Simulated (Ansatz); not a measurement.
Coupled-cluster diagnostics for the cluster ZrS3⁻, Ansatz.

Geometry of the doublet (PBE0-D4/def2-SVPD):

```xyz
4

Zr   -0.6240    0.5188   -0.0924
S     0.1015   -1.7424   -0.7209
S     0.3518    2.5097   -0.5589
S     0.1707   -1.2861    1.3721
```

In the def2 sets Zr takes a core potential; there is no spin–orbit coupling. Correlated methods freeze 15 core orbitals; core or outer-core shells of Zr are correlated, in sets that lack core-valence functions. Another isomer (doublet) lies 0.50 eV lower at PBE0-D4/def2-TZVPD; other spin states weren't run for this one.

Task: Estimate the CCSD(T) correlation energy, the shares of MP2 and (T), T1 and the reference's ⟨S²⟩ for: charge -1, doublet, own geometry in def2-SVPD; and the rough time on 4 threads of Arm Neoverse V1 on a shared host.

Result: 
| state | basis | correlation (eV) | MP2 share (%) | (T) share (%) | T1 | ⟨S²⟩ (pure) | wall time |
| --- | --- | --- | --- | --- | --- | --- | --- |
| charge -1, doublet, own geometry | def2-SVPD | -19.316 | 91.8 | 5.2 | 0.032 | 0.77 (0.75) | 31 s |
Customary marks for T1 are 0.02 (closed shells), 0.045 (open shells) and about 0.05 (3d metals). T1 exceeds 0.02 in 1 of 1 rows and 0.045 in 0; the higher it lies, the less the single-reference result can be trusted.
